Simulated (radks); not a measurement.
Ionisation of the copper ion Cu11+, [Ar], to [Ne] 3s2 3p5 as the strength of local exchange is varied. All-electron calculation, scalar-relativistic Kohn-Sham, Slater X-alpha exchange (alpha = 2/3 is LDA exchange), no correlation, spin-polarised, spherical densities, finite nucleus; Fermi nuclear charge, rms radius 3.8823 fm. Program: a radial shooting solver on a logarithmic mesh with Libxc functionals.

| alpha | E(Cu11+) (hartree) | exchange (hartree) | IE (eV) | -e of the level emptied (eV) | <r> of it (bohr) |
|---|---|---|---|---|---|
| 0.661 | -1601.64124 | -52.29656 | 365.41 | 348.76 (3p) | 0.6383 |
| 0.667 | -1602.11646 | -52.78255 | 365.74 | 349.09 (3p) | 0.6380 |
| 0.736 | -1607.58876 | -58.38601 | 369.56 | 352.97 (3p) | 0.6352 |
| 0.873 | -1618.49395 | -69.59132 | 377.20 | 360.72 (3p) | 0.6297 |
| 1.002 | -1628.81083 | -80.23912 | 384.47 | 368.11 (3p) | 0.6246 |
| x | -1617.77592 | -68.85196 | 376.69 | 360.21 (3p) | 0.6301 |

Which alpha was used in the last row?

Answer. alpha = 0.864. NIST Atomic Spectra Database: 367 +/- 0.9 eV (semi-empirical). The Delta-SCF value meets it near alpha = 0.69. Open shells are spherical and high-spin; term and fine-structure splittings are not resolved.
